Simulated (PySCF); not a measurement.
# Molybdenum: a sound run and one with changed settings

Sound run: Mo [Kr] 4d5 5s1, Mo⁺ [Kr] 4d5. Calculation: PySCF 2.14, in aug-cc-pVDZ-PP with ECP28MDF (5s5p4d2f, 54 functions); scalar relativity through the core potential. The sound run starts from symmetry-adapted Hartree-Fock orbitals and uses a fine grid where one is needed.

Changed run: 26 angular points. This setting is unsound on purpose.

```json
{"species": "Mo", "method": "UHF", "sound run (hartree)": "-67.34420", "changed run (hartree)": "-67.34420", "converged": "yes"}
{"species": "Mo", "method": "M06-L", "sound run (hartree)": "-67.88040", "changed run (hartree)": "-67.88040", "converged": "yes"}
{"species": "Mo", "method": "r2SCAN", "sound run (hartree)": "-67.92352", "changed run (hartree)": "-67.92352", "converged": "yes"}
{"species": "Mo⁺", "method": "UHF", "sound run (hartree)": "-67.11429", "changed run (hartree)": "-67.11429", "converged": "yes"}
{"species": "Mo⁺", "method": "M06-L", "sound run (hartree)": "-67.62547", "changed run (hartree)": "-67.62547", "converged": "yes"}
{"species": "Mo⁺", "method": "r2SCAN", "sound run (hartree)": "-67.64557", "changed run (hartree)": "-67.64557", "converged": "yes"}
```

Ionisation energy of Mo:

```csv
method,sound run (eV),changed run (eV)
UHF,6.256,6.256
M06-L,6.937,6.937
r2SCAN,7.563,7.563
```

Here the setting changes nothing at the digits shown.

For comparison, NIST gives 7.092 eV between the lowest levels.
